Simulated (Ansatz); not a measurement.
Ansatz results at the PBE0-D4/def2-TZVP geometry: HOMO energy (ωB97M-V/def2-TZVPP) -10.71 eV; HOMO–LUMO gap (B3LYP/def2-TZVPP) 8.02 eV; HOMO energy (B3LYP/def2-TZVPP) -8.24 eV.

Each molecule was computed in one conformer, which needn't be the lowest.

Problem. Which molecule gave them?
A. `N=C(F)C=O`
B. `O[P](O)[GeH3]`
C. `O=C=NCF`
D. `OC1=C(CCl)C1`

Solution. C. The others give `N=C(F)C=O`: -10.84, 5.32, -8.17; `O[P](O)[GeH3]`: -8.72, 6.01, -6.47; `OC1=C(CCl)C1`: -8.80, 6.21, -6.46.

B3LYP here is the variant with VWN-RPA as its local correlation; programs differ in this.
